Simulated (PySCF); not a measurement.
**Field gradients at the hydrogen positions**

C7H9FO2.
Cartesian coordinates in Å at the GFN2-xTB level; atoms count from 1:
```
atom  x, y, z in Å
C1     4.0052   -0.0309   -0.3093
C2     2.7336   -0.6620   -0.7872
C3     1.5982   -0.0431   -0.8576
C4     0.4699    0.5986   -0.9025
C5    -0.4778    0.6521    0.2589
F6    -0.5001    1.9327    0.7764
O7    -1.7780    0.3609   -0.1741
C8    -2.6068   -0.2955    0.6737
C9    -3.9842   -0.3873    0.0850
O10   -2.2622   -0.7334    1.7332
H11    3.8395    1.0049   -0.0273
H12    4.3873   -0.5775    0.5520
H13    4.7588   -0.0718   -1.0947
H14    2.8011   -1.6984   -1.0928
H15    0.1515    1.1510   -1.7749
H16   -0.1814   -0.0094    1.0859
H17   -3.9328   -0.3793   -0.9991
H18   -4.4793   -1.2833    0.4472
H19   -4.5523    0.4812    0.4149
```

Level: PBE0/pcSseg-1 (PySCF, non-relativistic); Q(2H) = 0.00286 b; rigid geometry, the same for H and D, with no vibrational averaging.

Question: Rank these positions by the coupling χzz of a deuteron there, largest first.
A. H13 (methyl hydrogen)
B. H16 (methine hydrogen)
C. H15 (hydrogen on carbon)

Answer: C (220 kHz), A (209 kHz), B (177 kHz).

Q: What are Vzz, η and χzz (234.96 MHz × Q × Vzz) at all hydrogens?

A: 
| atom | bonded to | bond length (Å) | Vzz (au) | η | χzz (kHz) |
| --- | --- | --- | --- | --- | --- |
| H11 | C1 | 1.086 | 0.3132 | 0.03 | 210 |
| H12 | C1 | 1.089 | 0.3105 | 0.03 | 209 |
| H13 | C1 | 1.089 | 0.3108 | 0.03 | 209 |
| H14 | C2 | 1.083 | 0.3250 | 0.06 | 218 |
| H15 | C4 | 1.081 | 0.3280 | 0.08 | 220 |
| H16 | C5 | 1.100 | 0.2630 | 0.04 | 177 |
| H17 | C9 | 1.085 | 0.3136 | 0.03 | 211 |
| H18 | C9 | 1.086 | 0.3134 | 0.03 | 211 |
| H19 | C9 | 1.089 | 0.3108 | 0.04 | 209 |

Q: How does χzz go with the bond length over the 9 C–H bonds?

A: A straight-line fit has a slope of -22.2 kHz for each 0.01 Å, with a correlation coefficient of -0.96, over lengths from 1.081 to 1.100 Å. The longer bonds have the smaller couplings here.

Isolated species at its GFN2-xTB geometry (one conformer only). GFN2-xTB bond lengths can be off by several hundredths of an ångström, more for odd bonds, and the gradients follow them. A larger basis could move these couplings by a tenth or more.
